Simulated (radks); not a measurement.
Results of a calculation; reference values are marked as such.
Spherical quantum dot in the effective-mass picture: electrons in a hard-walled sphere of radius 11.4, with a point charge +2 (a donor) at the centre, all in effective atomic units (hartree* = m*/eps^2 hartree, bohr* = eps/m* bohr), one dielectric constant everywhere. Level of theory: non-relativistic Kohn-Sham, LDA (Slater exchange, Perdew-Wang correlation), spin-polarised, spherical densities (a radial shooting solver with Libxc functionals). Levels are named by radial order and angular momentum (1s, 1p, 1d, 2s, ...), and open shells are averaged over m. Results are scaled to m* = 0.239 and eps = 9, for which hartree* = 80.29 meV and bohr* = 1.993 nm. Each electron was tried in the lowest free levels, single moves between levels near the top were tried too, and the lowest total energy was kept; such a search can miss a lower state. At N = 1 the Hartree and exchange-correlation terms need not cancel, so that row can carry a self-interaction error.

\begin{tabular}{lrrrrrrr}
N & open shells & 2S & E (meV) & mu = E(N) - E(N-1) (meV) & addition energy mu(N+1) - mu(N) (meV) & e(HOMO) (meV) & rms radius (nm) \\ \hline
1 & 1s(up 1, down 0) & 1 & -155.905 & -155.90 & 84.23 & -121.27 & 1.782 \\
2 & none & 0 & -227.580 & -71.675 & 75.18 & -45.786 & 2.261 \\
3 & 2s(up 1, down 0) & 1 & -224.075 & 3.5042 & 9.143 & 7.3631 & 7.892 \\
4 & none & 0 & -211.428 & 12.647 & 10.11 & 16.749 & 10.09 \\
5 & 1p(up 1, down 0) & 1 & -188.668 & 22.761 & 8.040 & 26.893 & 11.54 \\
6 & 1p(up 3, down 0) 2s(up 1, down 0) & 4 & -157.867 & 30.801 & 8.826 & 34.730 & 12.56 \\
7 & 1p(up 3, down 0) & 3 & -118.240 & 39.627 & 9.537 & 43.595 & 13.24 \\
8 & 1p(up 3, down 1) & 2 & -69.0766 & 49.163 & 8.047 & 53.172 & 13.80 \\
9 & 1p(up 3, down 2) & 1 & -11.8662 & 57.210 & 8.103 & 61.257 & 14.26 \\
10 & none & 0 & 53.4476 & 65.314 & 10.74 & 69.373 & 14.64 \\
11 & 1d(up 1, down 0) & 1 & 129.504 & 76.056 & 7.997 & 80.051 & 14.99 \\
12 & 1d(up 2, down 0) & 2 & 213.556 & 84.053 & 8.011 & 88.057 & 15.28 \\
13 & 1d(up 3, down 0) & 3 & 305.620 & 92.063 & 8.015 & 96.071 & 15.53 \\
14 & 1d(up 4, down 0) & 4 & 405.698 & 100.08 & 8.015 & 104.09 & 15.75 \\
15 & 1d(up 5, down 0) & 5 & 513.792 & 108.09 & 9.590 & 112.10 & 15.95 \\
16 & 1d(up 5, down 1) & 4 & 631.477 & 117.68 & 7.890 & 121.63 & 16.12 \\
17 & 1d(up 5, down 2) & 3 & 757.051 & 125.57 & 7.906 & 129.53 & 16.28 \\
18 & 1d(up 5, down 3) & 2 & 890.531 & 133.48 & 7.914 & 137.44 & 16.42 \\
19 & 1d(up 5, down 4) & 1 & 1031.93 & 141.39 & 7.918 & 145.35 & 16.55 \\
20 & none & 0 & 1181.24 & 149.31 & 11.19 & 153.27 & 16.67 \\
21 & 1f(up 1, down 0) & 1 & 1341.74 & 160.50 & 7.863 & 164.43 & 16.79 \\
22 & 1f(up 2, down 0) & 2 & 1510.10 & 168.36 & 7.865 & 172.29 & 16.90 \\
23 & 1f(up 3, down 0) & 3 & 1686.32 & 176.23 & 7.865 & 180.16 & 17.00 \\
24 & 1f(up 4, down 0) & 4 & 1870.42 & 184.09 & - & 188.02 & 17.09 \\
\end{tabular}

All shells are closed at N = 2, 4, 10, 20 (there: 1s2 1p6 1d10 2s2); the second difference of the energy has clear peaks (12 % above both neighbours; the first and last values, which can be the largest, are not judged, and half-filled shells can peak too) at N = 10, 15, 20.
